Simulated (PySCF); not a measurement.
# Magnetisability: `CC1=C(F)[P@@]1(C)=O`, C₄H₆FOP

Molfile (atoms numbered from 1):
```
C4H6FOP
     RDKit          3D

 13 13  0  0  0  0  0  0  0  0999 V2000
   -2.1784   -0.1606   -0.2645 C   0  0  0  0  0  0  0  0  0  0  0  0
   -0.7927    0.3354   -0.1911 C   0  0  0  0  0  0  0  0  0  0  0  0
    0.0660    1.1390   -0.8369 C   0  0  0  0  0  0  0  0  0  0  0  0
    0.0264    1.9039   -1.9259 F   0  0  0  0  0  0  0  0  0  0  0  0
    0.7976    0.5089    0.6816 P   0  0  2  0  0  5  0  0  0  0  0  0
    1.9825   -0.8467    0.3902 C   0  0  0  0  0  0  0  0  0  0  0  0
    1.0210    1.2905    1.8982 O   0  0  0  0  0  0  0  0  0  0  0  0
   -2.6709   -0.0364    0.6989 H   0  0  0  0  0  0  0  0  0  0  0  0
   -2.7331    0.3839   -1.0272 H   0  0  0  0  0  0  0  0  0  0  0  0
   -2.1861   -1.2233   -0.5086 H   0  0  0  0  0  0  0  0  0  0  0  0
    1.9463   -1.5056    1.2562 H   0  0  0  0  0  0  0  0  0  0  0  0
    1.7415   -1.3848   -0.5188 H   0  0  0  0  0  0  0  0  0  0  0  0
    2.9756   -0.4035    0.3302 H   0  0  0  0  0  0  0  0  0  0  0  0
  1  2  1  0
  2  3  2  0
  3  4  1  0
  3  5  1  0
  5  6  1  6
  5  7  2  0
  5  2  1  0
  1  8  1  0
  1  9  1  0
  1 10  1  0
  6 11  1  0
  6 12  1  0
  6 13  1  0
M  END
```

Theory: GIAO PBE/pcSseg-1 magnetisability, rotational g tensor and spin-rotation constants, non-relativistic, gas phase (PySCF). Geometry: GFN2-xTB.

**Question.** What are the magnetisability and the molar susceptibility?

**Answer.** Isotropic -1025 × 10⁻³⁰ J/T², or -61.7 × 10⁻⁶ cm³/mol; principal values -1142, -1016, -917 × 10⁻³⁰ J/T², anisotropy 196 × 10⁻³⁰ J/T² (root of half the summed squared differences of the principal values). The susceptibility is in cgs units.

**Question.** Split it along the inertial axes a, b, c into diamagnetic and paramagnetic parts about the centre of mass, with the quadrupole moment.

**Answer.** 
```tsv
axis	χ (10⁻⁶ cm³/mol)	diamagnetic (10⁻⁶ cm³/mol)	paramagnetic (10⁻⁶ cm³/mol)	summed x² of all electrons (Å²)	quadrupole Θ (D Å)
a	-59.2	-522.2	462.9	141.9	-0.61
b	-57.5	-808.5	751.0	74.4	+3.90
c	-68.5	-918.0	849.5	48.6	-3.29
```
Anisotropies 2χaa − χbb − χcc = +7.6 and 2χbb − χaa − χcc = +12.7 × 10⁻⁶ cm³/mol. Θ is traceless in Buckingham's convention.

**Question.** And the rotational g tensor?

**Answer.** 
| axis | rotational constant (GHz) | g | nuclear part | electronic part |
| --- | --- | --- | --- | --- |
| a | 2.7791 | -0.0331 | 0.5713 | -0.6044 |
| b | 1.6463 | -0.0230 | 0.5578 | -0.5808 |
| c | 1.4104 | -0.0096 | 0.5533 | -0.5629 |

Asymmetric top; isotopes 12C, 19F, 1H, 16O, 31P; no vibrational averaging.
